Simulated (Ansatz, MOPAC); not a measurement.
Diatomic LiO, multiplicity 2 (the spin of the measured ground state).

Constants: fifth-degree fit in 1/R to seven points, most abundant isotopes. Runs in def2 and cc sets follow the lowest solution found near the PBE0 minimum.

The values were computed with Ansatz (Gaussian basis) for Hartree–Fock, density functionals and correlated methods; MOPAC for AM1 (differences of heats of formation). 

```
level                 r_e (Å)  ω_e (cm⁻¹)  ω_e x_e (cm⁻¹)  B_e (cm⁻¹)  D_e (eV)  dipole (D)
--------------------  -------  ----------  --------------  ----------  --------  ----------
AM1                     1.726         842             3.7        1.16         -           -
SVWN5/def2-TZVPP        1.678         824             7.4        1.23      4.24        6.22
PBE/def2-TZVPP          1.699         798             7.2        1.20      3.72        6.25
r2SCAN/def2-TZVPP       1.696         809             6.9        1.20      3.61        6.49
B97M-V/def2-TZVPP       1.687         825             7.4        1.22      3.64        6.36
B3LYP/def2-TZVPP        1.685         823             6.9        1.22      3.66        6.39
PBE0/def2-TZVPP         1.683         829             7.4        1.22      3.44        6.44
BHLYP/def2-TZVPP        1.669         855             6.9        1.24      3.33        6.53
CAM-B3LYP/def2-TZVPP    1.677         839             6.9        1.23      3.71        6.42
wB97X-V/def2-TZVPP      1.691         824             6.7        1.21      3.61        6.52
wB97M-V/def2-TZVPP      1.689         821             6.8        1.21      3.72        6.46
B2PLYP/def2-TZVPP       1.687         826             6.9        1.21      3.56           -
CCSD/aug-cc-pVTZ        1.707         801             6.7        1.19      3.41           -
CCSD/def2-TZVPP         1.690         829             6.9        1.21      3.26           -
CCSD/def2-QZVPP         1.693         816             6.8        1.21      3.45           -
CCSD(T)/aug-cc-pVTZ     1.713         790             6.8        1.18      3.52           -
CCSD(T)/def2-TZVPP      1.694         822             6.9        1.20      3.34           -
CCSD(T)/def2-QZVPP      1.698         806             6.8        1.20      3.56           -
```

D_e counts from each atom's lowest state at the same level, without counterpoise or zero-point energy.

Correlated levels freeze the inner cores; with def2 sets outer-core shells near the valence are correlated too. The state that AM1 reach isn't checked.

Measured for the ground state: r_e 1.688 Å [NIST CCCBDB]. ω_e 814.62 cm-1, ω_e x_e 7.78 cm-1, B_e 1.2128 cm-1, α_e 0.017899 cm-1 [Irikura, J. Phys. Chem. Ref. Data 36, 389 (2007)]. D_0 3.49 ± 0.065 eV (a handbook's tabulated 298 K bond energy less 3RT/2; such tables hold older values) [Luo, bond dissociation energies, CRC Handbook]. dipole 6.84 D [compilation of Liu, Meijer and Pérez-Ríos].

Ansatz is a first-principles code.
